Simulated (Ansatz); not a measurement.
These are frozen-core CCSD(T)/cc-pVDZ // PBE0-D3(BJ)/def2-SVP (Ansatz, an electronic-structure program) values and carry that method's errors. The restricted HF reference is unstable towards unrestricted orbitals.

Ansatz 0.2 input:
```yaml
crystal:
  periodic: [false, false, false]
  atoms:
    - { symbol: B, position_ang: [3.948683, -0.022072, -0.036747] }
    - { symbol: C, position_ang: [2.413838, -0.038388, 0.037611] }
    - { symbol: C, position_ang: [1.640498, -0.485052, 1.137703] }
    - { symbol: C, position_ang: [0.279881, -0.347105, 0.835118] }
    - { symbol: C, position_ang: [-0.786991, -0.678249, 1.663622] }
    - { symbol: C, position_ang: [-2.155534, -0.559983, 1.408959] }
    - { symbol: C, position_ang: [-2.80412, -0.086134, 0.273813] }
    - { symbol: C, position_ang: [-2.283818, 0.406145, -0.933199] }
    - { symbol: O, position_ang: [-3.235892, 0.781845, -1.823432] }
    - { symbol: C, position_ang: [-0.936503, 0.536101, -1.279245] }
    - { symbol: C, position_ang: [0.205054, 0.22309, -0.545799] }
    - { symbol: C, position_ang: [1.524251, 0.390482, -0.98142] }
    - { symbol: H, position_ang: [4.611462, -0.415727, 0.896811] }
    - { symbol: H, position_ang: [4.51083, 0.384389, -1.02914] }
    - { symbol: H, position_ang: [2.038125, -0.875531, 2.074755] }
    - { symbol: H, position_ang: [-0.514268, -1.084617, 2.643253] }
    - { symbol: H, position_ang: [-2.817438, -0.885926, 2.215778] }
    - { symbol: H, position_ang: [-3.897836, -0.086463, 0.300007] }
    - { symbol: H, position_ang: [-2.817704, 1.108387, -2.626619] }
    - { symbol: H, position_ang: [-0.743058, 0.946475, -2.27936] }
    - { symbol: H, position_ang: [1.82054, 0.788331, -1.952468] }
basis:
  gaussian: { orbitals: cc-pVDZ }
correlation:
  method: ccsd_t
```

Output:

```
Functional definition: HF
1970 factors; integrals over basis functions are off by at most 1.1e-3 eV
mean field evaluation 1: about -13148.0465 eV, gradient 4.5e1 eV
mean field evaluation 2: about -13148.6107 eV, gradient 4.5e1 eV
mean field evaluation 4: about -13154.6161 eV, gradient 9.2e0 eV
mean field evaluation 8: about -13154.8684 eV, gradient 4.3e-1 eV
mean field evaluation 16: about -13148.0443 eV, gradient 4.5e1 eV
mean field -13154.87055625 eV, -483.4325762505 hartree, gradient 2.1e-6 eV, S^2 0.000000; 0 other end points of the search recorded, 0 dependent functions left out; unrestricted orbitals would lower it
12 core orbitals not correlated
reference -13154.87055625 eV, -483.4325762505 hartree; 29, 29 occupied and 172, 172 virtual orbitals, 1970 factors
second order -42.83384893 eV of doubles, -0.00000000 eV of singles
cycle   1  -42.58325153 eV  change    2.5e-1 eV  update   1.9e-1
cycle   2  -43.85228619 eV  change    -1.3e0 eV  update   7.2e-2
cycle   3  -44.21083004 eV  change   -3.6e-1 eV  update   3.1e-2
cycle   4  -44.24422050 eV  change   -3.3e-2 eV  update   1.1e-2
cycle   5  -44.23787117 eV  change    6.3e-3 eV  update   5.7e-3
cycle   6  -44.24013227 eV  change   -2.3e-3 eV  update   2.3e-3
cycle   7  -44.23999882 eV  change    1.3e-4 eV  update   1.2e-3
cycle   8  -44.23949946 eV  change    5.0e-4 eV  update   6.2e-4
cycle   9  -44.23954317 eV  change   -4.4e-5 eV  update   4.1e-4
cycle  10  -44.23973238 eV  change   -1.9e-4 eV  update   2.4e-4
cycle  11  -44.23944271 eV  change    2.9e-4 eV  update   1.7e-4
cycle  12  -44.23954002 eV  change   -9.7e-5 eV  update   8.1e-5
cycle  13  -44.23953934 eV  change    6.8e-7 eV  update   4.9e-5
perturbative correction -2.09750359 eV, -0.0770818350 hartree
Total energy: -13201.20759917 eV, -485.1354311696 hartree
```

Cost: about 17 core-minutes (a rough figure).
